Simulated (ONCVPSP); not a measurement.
## Logarithmic derivatives: Gd, ONCV

Gd (Z = 64), optimised norm-conserving Vanderbilt (ONCV), made with ONCVPSP 4.0.1 (PBE, scalar-relativistic). Core [Kr] 4d10, reference 4f7 5s2 5p6 5d1 (charge +2). Waves: 5s: rc 2.15 bohr, ncon 4, nbas 7, qcut 6.8 1/bohr, 2 projectors, debl 0.8 Ha; 5p: rc 1.95 bohr, ncon 4, nbas 9, qcut 7.6 1/bohr, 2 projectors, debl 1.1 Ha; 5d: rc 2.75 bohr, ncon 5, nbas 10, qcut 6.7 1/bohr, 2 projectors, debl 1.9 Ha; 4f: rc 0.80 bohr, ncon 4, nbas 9, qcut 22.9 1/bohr, 2 projectors, debl 2.4 Ha. Local part: polynomial inside 0.70 bohr (lpopt 3, dvloc0 1 Ha). Core correction: Teter function, fcfact 5.5, rcfact 1.1.

In the s channel the program set the typed energies aside and used -2.334, 0.050 Ha. In the p channel the program set the typed energies aside and used -1.506, 0.250 Ha.

The phase is arctan(r·R′/R) of the radial function R(r), unwrapped; energies in Ha, scanned from -4 to 5 Ha. A pole is an energy at which the radial function vanishes at the test radius. The pseudo phase is shifted by a multiple of π to meet the all-electron one at the reference energy, and phase errors are pseudo minus all-electron; the curves can meet again beyond the range given. Levels narrower than the energy grid can be missing from the lists of poles.

```tsv
channel	radius (bohr)	reference energy (Ha)	poles, all-electron	poles, pseudo	unbroken range about the reference energy with phases within 0.05 rad	phase error 1 Ha above the reference energy (rad)
s	2.18	-2.33	-2.08, 3.45	-2.08, 3.38	the whole range	-0.000
p	1.98	-1.51	-0.69	-0.69	the whole range	-0.000
d	2.78	-0.56	-0.16, 2.95	-0.16, 2.90, 3.72	below 3.4	-0.000
f	0.81	-0.83	3.65	3.65	the whole range	+0.000
```

Note: ghosts flagged at negative energy: s at -439.6 eV, p at -109.5 eV; GHOST(+) flagged for d at 94.2 eV, d at 102.3 eV. A true bound ghost makes a file unfit for plane-wave use.

Phases in the s channel:

| E (Ha) | all-electron | pseudo |
| --- | --- | --- |
| -3.98 | 1.284 | 1.284 |
| -3.74 | 1.255 | 1.255 |
| -3.50 | 1.212 | 1.212 |
| -3.26 | 1.144 | 1.144 |
| -3.02 | 1.008 | 1.008 |
| -2.78 | 0.611 | 0.611 |
| -2.54 | -0.725 | -0.725 |
| -2.30 | -1.390 | -1.390 |
| -2.06 | -1.583 | -1.583 |
| -1.82 | -1.681 | -1.681 |
| -1.58 | -1.751 | -1.751 |
| -1.34 | -1.813 | -1.813 |
| -1.10 | -1.879 | -1.879 |
| -0.86 | -1.960 | -1.960 |
| -0.62 | -2.070 | -2.070 |
| -0.38 | -2.239 | -2.239 |
| -0.14 | -2.526 | -2.526 |
| 0.10 | -3.006 | -3.006 |
| 0.34 | -3.576 | -3.576 |
| 0.58 | -3.979 | -3.980 |
| 0.82 | -4.211 | -4.211 |
| 1.06 | -4.349 | -4.349 |
| 1.30 | -4.438 | -4.439 |
| 1.54 | -4.501 | -4.502 |
| 1.78 | -4.548 | -4.549 |
| 2.02 | -4.584 | -4.585 |
| 2.26 | -4.614 | -4.615 |
| 2.50 | -4.638 | -4.640 |
| 2.74 | -4.660 | -4.662 |
| 2.98 | -4.679 | -4.682 |
| 3.22 | -4.697 | -4.701 |
| 3.46 | -4.713 | -4.718 |
| 3.70 | -4.729 | -4.736 |
| 3.94 | -4.745 | -4.754 |
| 4.18 | -4.761 | -4.774 |
| 4.42 | -4.778 | -4.795 |
| 4.66 | -4.796 | -4.821 |
| 4.90 | -4.817 | -4.854 |
